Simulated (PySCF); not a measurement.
Gas-phase reaction: GeCl₄ + 4 F = GeF₄ + 2 Cl₂

Energies from PySCF, thermal terms from the rigid-rotor harmonic-oscillator model, ideal gas at 1 bar. † marks an energy on the PBE0/def2-TZVP geometry and frequencies. MP2 and CCSD(T) freeze the core. Open shells (unrestricted): F (multiplicity 2); the rest are closed-shell singlets. Spin-orbit splitting is ignored; it lowers the true energy and changes the entropy of F. Ge: all electrons, no relativistic terms. MP2 isn't extrapolated to the basis-set limit. CCSD(T) isn't extrapolated to the basis-set limit.

CCSD(T)/def2-TZVPP† gives ΔH°(298 K) = -965 kJ.

Problem. What do PBE0/def2-QZVP†, MP2/def2-TZVPP†, HF/def2-TZVP† give?

Solution. PBE0/def2-QZVP†: -982 kJ; MP2/def2-TZVPP†: -1046 kJ; HF/def2-TZVP†: -479 kJ. For scale, ΔH°(298 K) is -965 kJ at this level, -994 kJ at ωB97M-V/def2-TZVP†, and runs from -1324 to -418 kJ over the 20 levels computed.
